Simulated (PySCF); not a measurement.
C4H5BO, SMILES C#CB1COC1. Heavy atoms are numbered as in [CH:1]#[C:2][B:3]1[CH2:4][O:5][CH2:6]1. Hydrogens are named by the atom that carries them.

The structure is a stationary point at PBE0-D3(BJ)/def2-SVP. This is a generated structure with no PubChem entry under its InChIKey; it may be hypothetical.

Computed with PySCF with PBE/pcSseg-1.

GIAO shieldings, no solvent; atoms alike by connectivity are averaged. δ = σ(ref) − σ: ¹³C against TMS (σ = 182.0 ppm); ¹¹B against BF3 (σ = 83.9 ppm); ¹⁷O against H2O (σ = 334.3 ppm); ¹H against TMS (σ = 31.49 ppm), references at their B3LYP-D3(BJ)/def2-TZVP geometries, non-relativistic.

Question: Estimate the chemical shifts. (An estimate is asked for; the answer gives what the named calculation found.)

Answer: 
| nucleus | atoms | count | δ (ppm) |
|---|---|---|---|
| ¹³C | C1 (CH) | 1 | 136.2 |
| ¹³C | C2 | 1 | 94.5 |
| ¹³C | C4 (CH2) | 2 | 87.1 |
| ¹¹B | B3 | 1 | 77.6 |
| ¹⁷O | O5 | 1 | 26.4 |
| ¹H | H on C1 | 1 | 5.48 |
| ¹H | H on C4 | 4 | 5.10 |
